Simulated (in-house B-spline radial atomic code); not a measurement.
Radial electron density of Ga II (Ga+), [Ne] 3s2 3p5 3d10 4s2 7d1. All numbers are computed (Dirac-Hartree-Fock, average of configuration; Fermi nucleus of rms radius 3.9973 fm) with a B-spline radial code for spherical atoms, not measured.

Columns: r (bohr), 4πr²n(r) (electrons per bohr), bar.

```
 0.00227    1.338 #
 0.00292    2.099 ##
 0.00375    3.247 ###
 0.00483    4.972 #####
 0.00621    7.449 ########
 0.00799     10.9 ###########
  0.0103     15.5 ################
  0.0132    21.03 #####################
   0.017    27.26 ############################
  0.0218    33.04 #################################
  0.0281    37.13 ######################################
  0.0361       38 ######################################
  0.0465    35.48 ####################################
  0.0598    31.62 ################################
  0.0769    30.33 ###############################
  0.0989    34.35 ###################################
   0.127    41.17 ##########################################
   0.164    43.52 ############################################
    0.21    36.66 #####################################
    0.27    25.73 ##########################
   0.348    21.17 #####################
   0.447    24.38 #########################
   0.575    25.94 ##########################
    0.74    20.12 ####################
   0.952    11.31 ###########
    1.22    5.252 #####
    1.57    2.556 ###
    2.02     1.45 #
     2.6   0.7078 #
    3.35   0.2238 
    4.31  0.03702 
    5.54  0.00423 
    7.12  0.01942 
    9.16  0.01122 
    11.8 0.005792 
    15.1  0.03265 
    19.5 3.809e-06 
    25.1  0.05729 
    32.2  0.04455 
    41.4 0.004453 
    53.3 5.457e-05 
    68.5 5.987e-08 
    88.2 2.937e-12
```

On this grid the curve has 6 maxima, near 0.0361, 0.164, 0.575, 7.12, 15.1, 25.1 bohr.

The 3p1/2 radial function P(r) = rR(r), positive near the nucleus, with its small component Q(r) (sign convention: Q ≈ (P' + κP/r)/2c):

```tsv
r (bohr)	P	Q
0.00176	0.0019	0.00681
0.00292	0.004235	0.01089
0.00483	0.009791	0.01708
0.00799	0.02314	0.0261
0.0132	0.05443	0.03813
0.0218	0.1239	0.05178
0.0361	0.2629	0.06206
0.0598	0.4853	0.05891
0.0989	0.6898	0.03293
0.164	0.5439	-0.008485
0.27	-0.2562	-0.03202
0.447	-1.197	-0.01903
0.74	-1.153	8.723e-05
1.22	-0.4328	0.002547
2.02	-0.0521	0.0004285
3.35	-0.001519	1.19e-05
```
